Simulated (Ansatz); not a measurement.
Correlation energies of `CC(C)(C)[NH][Hf]([F])([F])[F]` by basis set

```xyz
19

C     1.337   -0.407    0.119
C    -0.090   -0.367   -0.419
C    -0.749   -1.731   -0.231
C    -0.073    0.007   -1.898
N    -0.824    0.646    0.340
Hf   -0.141    1.815    1.832
F    -1.618    2.898    2.360
F     1.320    2.887    1.209
F     0.479    0.729    3.285
H     1.933   -1.150   -0.413
H     1.836    0.559   -0.013
H     1.352   -0.684    1.179
H    -0.215   -2.506   -0.787
H    -0.762   -2.008    0.825
H    -1.782   -1.712   -0.591
H     0.402    0.980   -2.041
H    -1.091    0.064   -2.292
H     0.473   -0.736   -2.486
H    -1.785    0.716    0.023
```

Charge 0, multiplicity 1. Correlated methods include outer-core shells of Hf, which these sets cover unevenly. Hf: def2 effective core potential. Geometry: relaxed with PBE0-D4/def2-TZVP. It is one conformer, not always the lowest. Frozen core, restricted reference, Ansatz 0.2.0.

```csv
basis,HF (Eh),MP2 corr.
def2-SVP,-557.44186,-1.54107
def2-TZVPP,-558.07472,-1.99505
def2-QZVPP,-558.09906,-2.17537
```

**Question.** Estimate the CCSD correlation energy and the (T) correction in each basis where they were run (hartree).

**Answer.** 
```csv
basis,CCSD corr.,(T)
def2-SVP,-1.59621,-0.04358
def2-TZVPP,-2.03003,-0.07620
```
